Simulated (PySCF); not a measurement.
Isomers of C5H7BO2. Method used: PBE0-D3(BJ)/def2-SVP geometry optimisation, gas phase in PySCF 2.14.0. One conformer each; no zero-point energy, no entropy. No frequencies were run at this level. Point groups hold within 0.08 Å.

Task: Rank from lowest to highest electronic energy at this level (kJ/mol).
A. `[CH:1]#[C:2]/[C:3]([CH3:4])=[CH:5]/[B:6]([OH:7])[OH:8]` with C5–B6–O7–H 179°, C5–B6–O8–H -1°
B. `CC#CB1OCCO1`
C. `[CH:1]#[C:2][B:3]([OH:4])[O:5][CH:6]1[CH2:7][CH2:8]1` with C2–B3–O4–H 180°, C2–B3–O5–C6 0°, B3–O5–C6–C7 146°
D. `[CH2:1]=[C:2]([C:3]#[C:4][CH3:5])[B:6]([OH:7])[OH:8]` with C2–B6–O7–H 180°, C2–B6–O8–H 6°
E. `[CH3:1][C:2]1=[CH:3][C:4]/1=[CH:5]/[B:6]([OH:7])[OH:8]` with C5–B6–O7–H 0°, C5–B6–O8–H 180°

Result: B (0.0), D (12.3), A (23.7), E (35.0), C (83.3).

As drawn, the highest has a three-membered ring and an O–H bond, which the lowest lacks.

| SMILES | E (Eh) | E rel (kJ/mol) | dipole (D) | point group | A, B, C (MHz) |
| --- | --- | --- | --- | --- | --- |
| CC#CB1OCCO1 | -369.39366 | 0.0 | 0.72 | Cs | 7421, 932.2, 841.3 |
| C=C(C#CC)B(O)O | -369.38900 | 12.3 | 0.89 | C1 | 3712, 1093, 870.1 |
| C#C/C(C)=C/B(O)O | -369.38462 | 23.7 | 0.95 | near Cs | 4362, 1078, 870.6 |
| CC1=CC/1=C/B(O)O | -369.38034 | 35.0 | 1.97 | near Cs | 4082, 1302, 993.3 |
| C#CB(O)OC1CC1 | -369.36193 | 83.3 | 1.63 | Cs | 3357, 1298, 1012 |

Task: How do the relative energies change in single points at PBE0/pcSseg-1 (no added dispersion term) on the same geometries?

Result: 
| SMILES | PBE0-D3(BJ)/def2-SVP (kJ/mol) | PBE0/pcSseg-1 (kJ/mol) | shift |
| --- | --- | --- | --- |
| CC#CB1OCCO1 | 0.0 | 0.0 | 0.0 |
| C=C(C#CC)B(O)O | 12.3 | 9.6 | -2.7 |
| C#C/C(C)=C/B(O)O | 23.7 | 19.3 | -4.4 |
| CC1=CC/1=C/B(O)O | 35.0 | 40.4 | +5.4 |
| C#CB(O)OC1CC1 | 83.3 | 83.0 | -0.3 |

Each column counts from its own lowest isomer. The order is unchanged; the largest shift is 5.4 kJ/mol.

Task: As an exercise, what shares would exp(−E/RT) give at 298.15 K from these electronic energies alone (no entropy, no degeneracies)?

Result: RT = 2.479 kJ/mol: CC#CB1OCCO1 99.3 %, C=C(C#CC)B(O)O 0.7 %, C#C/C(C)=C/B(O)O under 0.1 %, CC1=CC/1=C/B(O)O under 0.1 %, C#CB(O)OC1CC1 under 0.1 %.
